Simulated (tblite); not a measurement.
Species: C2H11BNOP.
SMILES with atom numbers: `[CH3:1][O:2][CH2:3][NH2+:4][BH2-:5][PH2:6]` (hydrogens: H7, H8, H9 on C1; H10, H11 on C3; H12, H13 on N4; H14, H15 on B5; H16, H17 on P6)

Computed with GFN2-xTB (tblite), gas phase: Langevin dynamics at 600 K from the optimised GFN2-xTB geometry, time step 0.5 fs, friction 0.01 fs⁻¹, 2000 steps.

Start geometry:
```
atom  x, y, z in Å
C1      2.678   -0.205   -0.665
O2      2.141    0.233    0.567
C3      0.863    0.782    0.491
N4     -0.196   -0.229    0.402
B5     -1.715    0.385    0.300
P6     -2.857   -1.230    0.238
H7      3.708   -0.489   -0.462
H8      2.144   -1.073   -1.067
H9      2.661    0.600   -1.408
H10     0.710    1.353    1.411
H11     0.759    1.454   -0.372
H12    -0.172   -0.835    1.221
H13    -0.065   -0.816   -0.419
H14    -1.759    1.036   -0.691
H15    -1.906    0.995    1.301
H16    -4.069   -0.576    0.284
H17    -2.933   -1.372   -1.139
```

The statistics below take the 31 frames saved every 25 fs from 250 to 1000 fs; their kinetic temperature (all 3N coordinates) averages 597 K.

**Question.** How do the bond lengths spread?

**Answer.** 
| bond | start (Å) | mean (Å) | standard deviation (Å) | shortest (Å) | longest (Å) |
| --- | --- | --- | --- | --- | --- |
| C1–O2 | 1.414 | 1.434 | 0.031 | 1.381 | 1.489 |
| O2–C3 | 1.392 | 1.407 | 0.037 | 1.308 | 1.476 |
| C3–N4 | 1.467 | 1.477 | 0.044 | 1.363 | 1.547 |
| N4–B5 | 1.641 | 1.675 | 0.074 | 1.524 | 1.837 |
| B5–P6 | 1.979 | 2.003 | 0.087 | 1.818 | 2.203 |
| C1–H7 | 1.088 | 1.092 | 0.035 | 1.012 | 1.160 |
| C1–H8 | 1.096 | 1.105 | 0.052 | 1.022 | 1.257 |
| C1–H9 | 1.095 | 1.118 | 0.055 | 1.029 | 1.232 |
| C3–H10 | 1.093 | 1.106 | 0.048 | 1.039 | 1.246 |
| C3–H11 | 1.099 | 1.110 | 0.043 | 1.009 | 1.211 |
| N4–H12 | 1.019 | 1.026 | 0.031 | 0.954 | 1.095 |
| N4–H13 | 1.018 | 1.026 | 0.036 | 0.953 | 1.101 |
| B5–H14 | 1.187 | 1.201 | 0.047 | 1.093 | 1.301 |
| B5–H15 | 1.188 | 1.202 | 0.051 | 1.116 | 1.307 |
| P6–H16 | 1.378 | 1.410 | 0.050 | 1.327 | 1.506 |
| P6–H17 | 1.386 | 1.415 | 0.058 | 1.306 | 1.546 |

**Question.** How far does each atom move about its mean position (frames aligned on the start, all atoms weighted alike), and what rms force does it feel?

**Answer.** 
```tsv
atom	rms displacement (Å)	rms force (eV/Å)
C1	0.22	2.77
O2	0.28	1.87
C3	0.24	2.73
N4	0.21	2.62
B5	0.30	1.67
P6	0.38	1.62
H7	0.79	1.43
H8	0.92	1.52
H9	1.04	1.56
H10	0.43	1.50
H11	0.43	1.35
H12	0.35	1.25
H13	0.37	1.47
H14	0.51	1.11
H15	0.52	1.12
H16	0.77	0.91
H17	0.84	1.13
```

The displacements run from 0.21 to 1.04 Å, the largest at H9.

**Question.** Follow the torsions C1–O2–C3–N4, O2–C3–N4–B5 and C3–N4–B5–P6 through every second one of these frames.

**Answer.** 
```
t (fs)  C1–O2–C3–N4 (°)  O2–C3–N4–B5 (°)  C3–N4–B5–P6 (°)
   250               96              161              175
   300               82              161              166
   350               79              168             -179
   400               56             -175             -152
   450               72             -174             -129
   500               81             -169             -151
   550               73             -166             -160
   600               84             -156             -157
   650              114             -158             -166
   700              141             -166              173
   750              137              176              167
   800              104              163             -179
   850              110             -172             -173
   900              116              179             -168
   950               66              166             -152
  1000               73              171             -151
```

Largest departure from the start value over all these frames: C1–O2–C3–N4 62° (start 79°), O2–C3–N4–B5 29° (start 180°), C3–N4–B5–P6 50° (start -179°).

**Question.** How widely does the potential energy scatter, against a harmonic estimate?

**Answer.** Mean 1.20 eV above the start, standard deviation 0.227 eV, range 0.78 to 1.75 eV. For 45 classical harmonic modes at 600 K the canonical values are 45kT/2 = 1.16 eV and kT·√(45/2) = 0.245 eV.

The run is classical and short, so these are rough statistics of one trajectory.

The cost below is that of the whole dynamics run. On Arm Neoverse V1, one thread, on a shared host, this took 11 s wall and 0.19 GiB of memory at its peak.
